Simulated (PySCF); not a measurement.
SMILES C=C[SiH2]CCC (C5H12Si) at its GFN2-xTB optimised geometry (Å):

```
18

C      2.6913    -0.3449     0.0140
C      1.9141    -1.4161     0.0000
Si     0.0301    -1.4161     0.0000
C     -0.6416     0.3623     0.0000
C     -2.1660     0.4210    -0.0156
C     -2.6822     1.8557    -0.0227
H      3.7698    -0.4060     0.0136
H      2.2826     0.6528     0.0259
H      2.3897    -2.3898    -0.0115
H     -0.4444    -2.1290     1.1961
H     -0.4432    -2.1282    -1.1970
H     -0.2612     0.9046    -0.8685
H     -0.2803     0.8971     0.8813
H     -2.5578    -0.0988     0.8615
H     -2.5410    -0.1013    -0.8984
H     -2.3349     2.3898     0.8597
H     -2.3253     2.3850    -0.9044
H     -3.7698     1.8744    -0.0284
```

Method: PySCF 2.14.0 with B3LYP/def2-SVP. Cells within 0.4 Å of a nucleus heavier than hydrogen are left out (blank, or x).

Map of the log10 of the electron density (e/bohr³), floored at −4 on the plane z = 0.0 Å:

```
|00000000000000000000000000000|
|00000000000000000000000000000|
|00000000000000000000000000000|
|00000000000000000000000000000|
|00000000000000000000000000000|
|00000012221000000000000000000|
|00001233443200000000000000000|
|00023455654310000000000000000|
|00135677776422100000000000000|
|00246888x86433321111110000000|
|0024688xx86555432234331000000|
|00235678887667653356543210000|
|00124567888888764468765321000|
|000123578x88xx864468876543100|
|00001357888888865568x88764200|
|00001246776778766678xx8864200|
|00000234555577877789987754200|
|00000023334569x978xx876542100|
|00000001223568x878xx864321000|
|00000000123567766788864210000|
|00000000013456655568864200000|
|00000000012344443456653100000|
|00000000001223322234432000000|
|00000000000011111112210000000|
|00000000000000000000000000000|
|00000000000000000000000000000|
|00000000000000000000000000000|
|00000000000000000000000000000|
|00000000000000000000000000000|
```
Scale: ten equal steps from -4.00 (start of '0') to -0.143 (end of '9'), in the order '0123456789'; x runs from -6.00 to 6.00, y from -6.00 (bottom) to 6.00 (top).
